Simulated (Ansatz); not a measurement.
C$_{8}$H$_{9}$, charge +2, quartet, geometry from GFN2-xTB of the parent state (a state made from the parent by changing its charge; the spin is typed, not shown lowest); BLYP/STO-3G (Ansatz, an electronic-structure program).

The Ansatz input:
Ansatz 0.2 input:
```yaml
crystal:
  periodic: [false, false, false]
  atoms:
    - {symbol: C, position_ang: [2.96630192, -0.18239839, 0.33901640]}
    - {symbol: C, position_ang: [1.49909473, -0.08997287, 0.20555218]}
    - {symbol: C, position_ang: [0.80282385, -0.16414967, -1.04308703]}
    - {symbol: C, position_ang: [-0.56080538, -0.07822038, -1.19432496]}
    - {symbol: C, position_ang: [-1.41522483, 0.09389065, -0.11122668]}
    - {symbol: C, position_ang: [-2.89284472, 0.19129128, -0.19272199]}
    - {symbol: C, position_ang: [-0.79570336, 0.17616973, 1.16783160]}
    - {symbol: C, position_ang: [0.51513597, 0.07047083, 1.08054290]}
    - {symbol: H, position_ang: [3.44044816, -0.34368133, -0.62432646]}
    - {symbol: H, position_ang: [3.22738865, -1.00467227, 1.00501912]}
    - {symbol: H, position_ang: [3.35699440, 0.73691049, 0.77566619]}
    - {symbol: H, position_ang: [1.45174738, -0.29773502, -1.89824231]}
    - {symbol: H, position_ang: [-0.97660257, -0.14730650, -2.18924576]}
    - {symbol: H, position_ang: [-3.24831838, 1.12135221, 0.24874864]}
    - {symbol: H, position_ang: [-3.36535639, -0.63045357, 0.34467698]}
    - {symbol: H, position_ang: [-3.21426591, 0.15506552, -1.23038710]}
    - {symbol: H, position_ang: [-1.38470460, 0.30803328, 2.05859603]}
basis:
  gaussian:
    orbitals: STO-3G
hamiltonian:
  xc: blyp
total_charge: 2
magnetization: {spin_polarized: true, initial_magnetization: 3}
```

Output, abridged:

```
Functional definition: BLYP
690 factors; integrals over basis functions are off by at most 5.2e-5 eV
mean field evaluation 1: about -8310.2621 eV, gradient 9.9e0 eV
mean field evaluation 2: about -8310.1378 eV, gradient 1.1e1 eV
mean field evaluation 4: about -8310.9203 eV, gradient 1.6e0 eV
mean field evaluation 8: about -8310.6962 eV, gradient 1.4e-1 eV
mean field evaluation 16: about -8310.6963 eV, gradient 1.0e-4 eV
mean field -8310.69632737 eV, -305.4124568384 hartree, gradient 3.9e-5 eV, S^2 3.753693; 3 other end points of the search recorded, 0 dependent functions left out
reference -8310.69668540 eV, -305.4124699958 hartree; 29, 26 occupied and 20, 23 virtual orbitals, 690 factors
Total energy: -8310.69668540 eV, -305.4124699958 hartree
```
